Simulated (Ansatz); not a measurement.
H6Si4, SMILES `[SiH3][SiH]1[SiH]=[SiH]1` (charge 0, multiplicity 1).

Cartesian coordinates (Å):
```xyz
10

Si    -1.9201     0.2613     0.4841
Si     0.0706    -0.6060    -0.3836
Si     1.8960     0.7373    -0.7516
Si     2.0058    -0.6147     0.8520
H     -2.8010     0.7710    -0.6042
H     -2.6749    -0.7803     1.2359
H     -1.6004     1.3824     1.4073
H     -0.2360    -1.7355    -1.3149
H      2.5074     1.8012    -1.5912
H      2.7527    -1.2166     1.9880
```
Charge 0, spin multiplicity 1.

Frozen-core energies in 6-31g from Ansatz (a program for electronic structure) at a geometry from PBE0-D3(BJ)/def2-TZVP; the HF reference has <S^2> = 0.00 (restricted, and unstable towards unrestricted orbitals) and the T1 diagnostic is 0.010.

| level | energy (Ha) |
|---|---|
| HF | -1158.89638 |
| MP2 | -1159.11827 |
| CCSD | -1159.17150 |
| CCSD(T) | -1159.17955 |

**Question.** Estimate the energies of CCSDT and CCSDT(Q), and give each level's difference from CCSDT(Q).

**Answer.** 
| level | energy (Ha) | difference from CCSDT(Q) (mHa) |
|---|---|---|
| MP2 | -1159.11827 | 63.30 |
| CCSD | -1159.17150 | 10.07 |
| CCSD(T) | -1159.17955 | 2.02 |
| CCSDT | -1159.18076 | 0.81 |
| CCSDT(Q) | -1159.18157 | 0.00 |
